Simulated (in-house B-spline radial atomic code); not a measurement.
P. Computed with a B-spline radial atomic code. Model: non-relativistic spherical atom: semilocal Troullier-Martins pseudo-atom, one channel per l, against all electrons, high spin, G0W0 and RPA with empty states to l = 8, local potential for every l without a channel, a model core (radius 0 = none) keeps its share of the functional.

What the tables leave out is listed at the end.

The pseudopotential gives back the lowest level of each angular momentum of its own functional in the configuration it was made in; a second state of the same l is only approximately right. Exact exchange, RPA and GW see the smooth pseudo-orbitals and miss the exchange with the core, for which the functional's share stands in. The column with an uncorrelated core keeps all orbitals and exact exchange, and so separates missing core correlation from pseudisation. Only the three outermost levels and the lowest empty one were computed. RPA here is direct RPA, with no exchange kernel, and its energies carry an (l + 1/2)⁻⁴ tail. A hybrid on a potential with a model core restores only its own semilocal share of the core's exchange.

Command:
```bash
python run_psgw.py task.json out
```
Settings (lengths in bohr, energies in hartree):
```
Z                      15
electrons              15
configuration          [Ne] 3s2 3p3
generated_in           [Ne] 3s2 3p3
functional             lda,vwn
core_shells            1
radius_factor          0.8
core_correction        False
```

Time taken, with all properties: 29 s on 1 thread of Arm Neoverse N1 (shared host).

Given: made with LDA VWN5; model core radius 0 bohr; local radius 0.361 bohr; mean-field start LDA VWN5.

Valence shells of the generating configuration: 2s, 2p, 3s, 3p.

Channel: s 0.337, p 0.5 (radii in bohr).

Computed: largest level miss in the spin-unpolarised generating configuration 0.041 eV; valence RPA correlation energy all-electron orbitals -0.73289 hartree; valence RPA correlation energy pseudo -0.7302 hartree; all-electron RPA polarisability, core included 23.315 bohr³.

```
          level  occupied  mean-field all-electron (eV)  mean-field pseudo minus all (eV)  G0W0 all-electron (eV)  G0W0 uncorrelated core minus all (eV)  G0W0 pseudo minus all (eV)  exchange self-energy all-electron (eV)  exchange self-energy pseudo (eV)
          3p up         1                       -6.2961                             0.036                 -10.126                                  0.004                       0.045                                 -16.859                           -16.622
        3s down         1                        -12.25                             -0.04                 -15.948                                  0.002                      -0.084                                 -15.414                            -15.14
3p down (empty)         0                       -4.1223                             0.034                 -1.2047                                  0.004                       0.023                                 -3.7899                           -3.6064
```

Q: What is the pseudo-atom RPA polarisability?

A: 23.513 bohr³.

Given: mean-field start PBE0.

Computed: valence RPA correlation energy all-electron orbitals -0.69643 hartree; valence RPA correlation energy pseudo -0.69408 hartree; all-electron RPA polarisability, core included 19.574 bohr³.

| level | occupied | mean-field all-electron (eV) | mean-field pseudo minus all (eV) | G0W0 all-electron (eV) | G0W0 uncorrelated core minus all (eV) | G0W0 pseudo minus all (eV) | exchange self-energy all-electron (eV) | exchange self-energy pseudo (eV) |
| --- | --- | --- | --- | --- | --- | --- | --- | --- |
| 3p up | 1 | -7.5331 | 0.026 | -10.456 | 0.004 | 0.06 | -16.846 | -16.647 |
| 3s down | 1 | -13.139 | -0.007 | -16.159 | 0.002 | -0.06 | -15.349 | -15.071 |
| 3p down (empty) | 0 | -2.664 | 0.023 | -0.78832 | 0.003 | 0.044 | -3.5106 | -3.3572 |

Q: What is the pseudo-atom RPA polarisability?

A: 19.658 bohr³.

Given: mean-field start Hartree-Fock.

Computed: valence RPA correlation energy pseudo -0.61604 hartree; all-electron RPA polarisability, core included 14.327 bohr³; pseudo-atom RPA polarisability 14.432 bohr³.

```
  level  occupied  mean-field all-electron (eV)  mean-field pseudo minus all (eV)  G0W0 all-electron (eV)  G0W0 uncorrelated core minus all (eV)  G0W0 pseudo minus all (eV)  exchange self-energy all-electron (eV)  exchange self-energy pseudo (eV)
  3p up         1                        -10.67                             0.062                 -10.919                                  0.004                       0.064                                 -16.704                           -16.499
3s down         1                       -15.134                            -0.103                 -16.362                                  0.002                      -0.091                                 -14.892                           -14.688
  3s up         1                       -22.755                             -0.09                 -20.442                                  0.002                       -0.07                                 -22.596                           -22.358
```

Q: What is the valence RPA correlation energy all-electron orbitals?

A: -0.61791 hartree.

Among the listed levels the largest G0W0 shift of the pseudo-atom is -0.09 eV, for 3s down on the Hartree-Fock start, while leaving the core uncorrelated moves that level by +0.00 eV. The rest, -0.09 eV, comes from pseudisation and the lost core exchange. Not in the tables (levels of low weight, unsolved or above zero; the highest and the empty levels are kept at any weight): on LDA the G0W0 levels 3s up (pseudo minus all +0.04 eV, weights 0.08 and 0.07); on PBE0 the G0W0 levels 3s up (pseudo minus all -0.19 eV, weights 0.01 and 0.33).
